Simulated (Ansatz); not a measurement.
CaCl (SMILES [Cl][Ca+]), charge +1, singlet, at a GFN2-xTB geometry (such geometries of metal compounds can be far from the true shape); HF/STO-3G (Ansatz, a first-principles code).

Ansatz was given this input:
Ansatz 0.2 input:
```yaml
crystal:
  periodic: [false, false, false]
  atoms:
    - {symbol: Ca, position_ang: [-0.00000000, -0.00000000, -1.06248471]}
    - {symbol: Cl, position_ang: [0.00000000, 0.00000000, 1.24998201]}
basis:
  gaussian:
    orbitals: STO-3G
hamiltonian:
  xc: hf
total_charge: 1
magnetization: {spin_polarized: true}
```

What does Ansatz print? Leave out banner, timings and long lists.


```
Functional definition: HF
262 factors; integrals over basis functions are off by at most 2.6e-4 eV
mean field evaluation 1: about -30595.4227 eV, gradient 8.4e0 eV
mean field evaluation 2: about -30595.4754 eV, gradient 8.4e0 eV
mean field evaluation 4: about -30597.0673 eV, gradient 2.2e-1 eV
mean field evaluation 8: about -30597.0717 eV, gradient 1.3e-5 eV
mean field -30597.07166482 eV, -1124.4216442421 hartree, gradient 1.8e-5 eV, S^2 0.000000; 0 other end points of the search recorded, 0 dependent functions left out
reference -30597.07166482 eV, -1124.4216442421 hartree; 18, 18 occupied and 4, 4 virtual orbitals, 262 factors
Total energy: -30597.07166482 eV, -1124.4216442421 hartree
```
